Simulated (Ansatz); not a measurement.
C$_{6}$H$_{9}$FGeO$_{6}$. Total charge 0; spin multiplicity 1. The bonds changed during the relaxation, so this is another structure than the one it started from. The geometry is a stationary point of PBE0-D4/def2-TZVP. It is one conformer, not always the lowest.

```xyz
23

C     1.850   -0.881   -3.528
C     1.193   -0.904   -2.201
O     0.115   -1.495   -1.967
O     1.722   -0.299   -1.201
Ge    0.318   -0.846   -0.017
F     0.925   -2.399    0.431
O    -1.528   -1.163    0.376
C    -1.856   -0.016   -0.086
C    -3.236    0.493    0.024
O    -0.912    0.641   -0.603
O     0.974    0.057    1.403
C     0.304    0.774    2.300
C     1.227    1.354    3.331
O    -0.890    0.942    2.297
H     2.835   -1.345   -3.441
H     1.249   -1.411   -4.262
H     2.004    0.155   -3.833
H    -3.952   -0.325   -0.029
H    -3.308    0.957    1.012
H    -3.431    1.245   -0.737
H     1.763    0.548    3.835
H     0.659    1.937    4.052
H     1.974    1.981    2.841
```

(1) What is the dipole moment at ωB97M-V/def2-TZVPP? (Best estimate.)

(2) And with PBE, r2SCAN, B3LYP? (Estimate.)

(3) Give the Mulliken charges with ωB97M-V, B3LYP, PBE in def2-TZVPP. (An estimate is asked.)

## Answers

(1) The calculation gave: 3.70 D, with components (-0.15, 1.99, -3.12) D in this frame, pointing from negative to positive charge.

(2) The calculation gave: PBE 3.57 D, r2SCAN 3.67 D, B3LYP 3.69 D.

(3) Computed: 
```tsv
atom	ωB97M-V	B3LYP	PBE
C1	-0.29	-0.26	-0.26
C2	0.42	0.39	0.32
O3	-0.36	-0.37	-0.30
O4	-0.37	-0.37	-0.30
Ge5	1.08	1.20	0.98
F6	-0.37	-0.39	-0.34
O7	-0.34	-0.35	-0.28
C8	0.44	0.44	0.36
C9	-0.30	-0.29	-0.28
O10	-0.37	-0.38	-0.31
O11	-0.37	-0.37	-0.30
C12	0.38	0.35	0.27
C13	-0.31	-0.27	-0.27
O14	-0.38	-0.37	-0.32
H15	0.13	0.12	0.12
H16	0.13	0.12	0.12
H17	0.13	0.12	0.12
H18	0.13	0.12	0.11
H19	0.15	0.14	0.14
H20	0.12	0.11	0.11
H21	0.13	0.11	0.11
H22	0.11	0.10	0.10
H23	0.12	0.10	0.10
```

B3LYP here is the variant with VWN-RPA as its local correlation; programs differ in this.
